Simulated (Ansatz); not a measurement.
```yaml
crystal:
  periodic: [false, false, false]
  atoms:
    - {symbol: C, position_ang: [1.822351, 1.309123, -0.895659]}
    - {symbol: C, position_ang: [1.425727, 0.584947, -0.019288]}
    - {symbol: Se, position_ang: [0.860799, -0.510014, 1.328156]}
    - {symbol: Si, position_ang: [-1.227500, -0.793333, 0.422143]}
    - {symbol: H, position_ang: [2.174920, 1.949554, -1.669549]}
    - {symbol: H, position_ang: [-1.915793, 0.514770, 0.323460]}
    - {symbol: H, position_ang: [-1.115747, -1.420965, -0.915092]}
    - {symbol: H, position_ang: [-1.932757, -1.691283, 1.370029]}
basis:
  gaussian: {orbitals: "6-31G*"}
total_charge: 1
magnetization: {spin_polarized: true, initial_magnetization: 2}
hamiltonian: {xc: {name: rPW86-PBE}}
scf: {lower_state_search: full}
```

```sh
$ ansatz run in.yaml --threads 2 --pin off --events-out ev --progress --plain --max-ram 4352MiB
```

It prints (some lines left out):

```
Error: a molecule whose nuclei and cores have a total charge of 64 cannot have a net charge of 1 together with 2 unpaired electrons
```

Problem. What is wrong with this run?

Solution. The number of unpaired electrons doesn't fit the electron count. The program refused the input.
